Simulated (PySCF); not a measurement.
# Löwdin shares of the frontier orbitals

Species: C₄H₂F₂O₂.
Geometry (GFN2-xTB, Å), atoms numbered from 1 in this order:
```xyz
10
C4H2F2O2 angstrom
O      2.4385    1.1865    0.6386
C      1.8644    0.5239   -0.1791
C      0.4592    0.1205   -0.0617
C     -0.5725    0.2640    0.7909
C     -1.3594   -0.5693   -0.1990
F     -2.3839    0.0164   -0.8211
F     -1.7846   -1.7679    0.2037
O     -0.2071   -0.6533   -1.0185
H      2.3402    0.1524   -1.1023
H     -0.7858    0.7314    1.7259
```

The calculation used TDDFT CAM-B3LYP/def2-SVPD, vertical, gas phase, core orbitals frozen in the response in PySCF 2.14.0, density-fitted response routines.

Kohn–Sham orbitals with the atoms that hold most of them (Löwdin shares over 4%, at most four atoms; ? is withheld):

```csv
orbital,ε (eV),atoms
LUMO+2,1.78,"C2 20%, H9 15%, O1 14%, O8 12%"
LUMO+1,1.21,"C2 19%, C4 18%, C5 12%, C3 11%"
LUMO,?,"C2 24%, O1 24%, C3 19%, C4 19%"
HOMO,-9.47,?
HOMO-1,-10.21,?
HOMO-2,-12.31,"O8 32%, C4 19%, C5 15%, F7 13%"
HOMO-3,-13.08,"O8 31%, O1 24%, F6 11%, F7 11%"
```

(1) Give the leading atoms of the HOMO-1.

(2) Give the leading atoms of the HOMO.

(3) What is the LUMO energy, and the HOMO–LUMO gap?

## Answers

(1) O1 (bonded to C) 63%; C2 (bonded to C, O and H) 17%; H9 (bonded to C) 9%; C3 (bonded to 2 C and O) 8%. By element: oxygen 63% or more, carbon 24% or more, hydrogen 9% or more.

(2) C4 (bonded to 2 C and H) 32%; O8 (bonded to 2 C) 31%; C3 (bonded to 2 C and O) 20%; O1 (bonded to C) 5%. By element: carbon 52% or more, oxygen 36%.

(3) ε(LUMO) = -2.07 eV; the gap is 7.40 eV (0.2721 hartree).

Problem. How does S1 compare with the orbital gap of 7.40 eV?

Solution. S1 is at 3.55 eV (f = 0.0003), 3.86 eV below the gap, made of HOMO-1→LUMO (95%). Its leading pair isn't HOMO and LUMO; the energies of that pair differ by 8.14 eV. Without the coupling terms of the response equations the lowest excitation would equal the gap.

Problem. One configuration dominates each of S1, S2, S3 and S5. Which, and how do the shares of the two leading atoms of either orbital change from the occupied to the empty one?

Solution. 
- S1 (3.55 eV, f 0.0003), HOMO-1→LUMO (95%): O1 63% → 24%, C2 17% → 24%
- S2 (4.40 eV, f 0.106), HOMO→LUMO (98%): C4 32% → 19%, O8 31% → at most 15%, C2 at most 5% → 24%, O1 5% → 24%
- S3 (6.57 eV, f 0.0004), HOMO-2→LUMO (95%): O8 32% → at most 15%, C4 19% → 19%, C2 at most 13% → 24%, O1 at most 13% → 24%
- S5 (7.68 eV, f 0.013), HOMO→LUMO+1 (87%): C4 32% → 18%, O8 31% → at most 12%, C2 at most 5% → 19%

Löwdin shares depend on the basis, the more so with diffuse functions.

One conformer stands for the species.
